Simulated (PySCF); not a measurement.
C2H9NOSn, SMILES [CH3][Sn]([CH3])([NH2])[OH], singlet, B3LYP/def2-SVP optimised geometry.

```
14

C      1.23    -0.68     0.00
Sn    -0.94    -0.68     0.00
C     -1.88    -1.79     1.61
N     -1.57    -1.50    -1.77
O     -1.62     1.22     0.00
H      1.59    -0.31    -0.97
H      1.59    -1.71     0.16
H      1.62    -0.03     0.80
H     -1.72    -1.29     2.57
H     -2.96    -1.86     1.42
H     -1.45    -2.80     1.65
H     -2.58    -1.50    -1.87
H     -1.20    -0.99    -2.58
H     -1.37     1.71     0.80
```

Density from B3LYP/def2-TZVP, def2 effective core potentials past Kr (PySCF) at that geometry. The core electrons that the potentials of Sn replace are not part of the density.

Minimum of the electron density along straight lines between bonded atoms, close to the bond critical point (lines longer than 1.1 times the sum of covalent radii, or with two minima, are not listed):

| bond | length / Å | ρ at the minimum / e bohr⁻³ | ∇²ρ there / e bohr⁻⁵ | position (fraction from the first atom) |
|---|---|---|---|---|
| C1–Sn2 | 2.165 | 0.102 | 0.10 | 0.49 |
| Sn2–C3 | 2.165 | 0.102 | 0.10 | 0.51 |
| Sn2–N4 | 2.049 | 0.113 | 0.31 | 0.51 |
| Sn2–O5 | 2.019 | 0.108 | … | 0.51 |
| C1–H6 | 1.100 | 0.270 | -0.89 | 0.64 |
| C1–H7 | 1.100 | 0.270 | -0.89 | 0.64 |
| C1–H8 | 1.100 | 0.270 | -0.89 | 0.64 |
| C3–H9 | 1.100 | 0.270 | -0.89 | 0.64 |
| C3–H10 | 1.100 | 0.270 | -0.89 | 0.64 |
| C3–H11 | 1.100 | 0.270 | -0.89 | 0.64 |
| N4–H12 | 1.021 | 0.328 | -1.49 | 0.73 |
| N4–H13 | 1.021 | 0.328 | -1.49 | 0.73 |
| O5–H14 | 0.967 | … | … | 0.79 |

Problem. Some entries are withheld; supply them.

Solution. 
- Sn2–O5, ∇²ρ there / e bohr⁻⁵: 0.41
- O5–H14, ρ at the minimum / e bohr⁻³: 0.353
- O5–H14, ∇²ρ there / e bohr⁻⁵: -2.27
